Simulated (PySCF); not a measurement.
AlN (SMILES [N]=[Al]), triplet, at a GFN2-xTB geometry (such geometries of metal compounds can be far from the true shape). Base run: BLYP/cc-pVDZ in PySCF.

Here is a job for PySCF.
```python
from pyscf import gto, scf, dft

mol = gto.M(
    atom='''
Al   -0.000000   -0.000000   -0.597338
N     0.000000    0.000000    1.109343
''',
    basis='cc-pvdz',
    charge=0,
    spin=2,
    verbose=4,
)

mf = dft.UKS(mol)
mf.xc = 'blyp'
mf.kernel()
```

The base run was repeated with changes; each row names its change, and settings that it needs were set with it.

```csv
change,ΔE vs base (µEh),grid points,electrons on the grid
base,0.0,33088,20.00000
grids.level = 1,36.1,11472,19.99996
grids.radi_method = mura_knowles,0.0,29976,20.00000
grids.prune = dft.gen_grid.treutler_prune,-1.8,30856,20.00000
grids.level = 7,0.1,170920,20.00000
grids.prune = dft.gen_grid.sg1_prune,29.7,12704,19.99996
grids.level = 0,9215,2688,19.99689
"grids.atom_grid = (75, 302)",-1.0,27552,20.00000
"grids.atom_grid = (30, 110)",-21.1,4872,20.00033
grids.level = 4,0.0,56568,20.00000
"grids.atom_grid = (99, 590)",0.1,60288,20.00000
```

Open shells are given as the SCF converged; they aren't shown to be the lowest states, and a large step between rows can be another state.
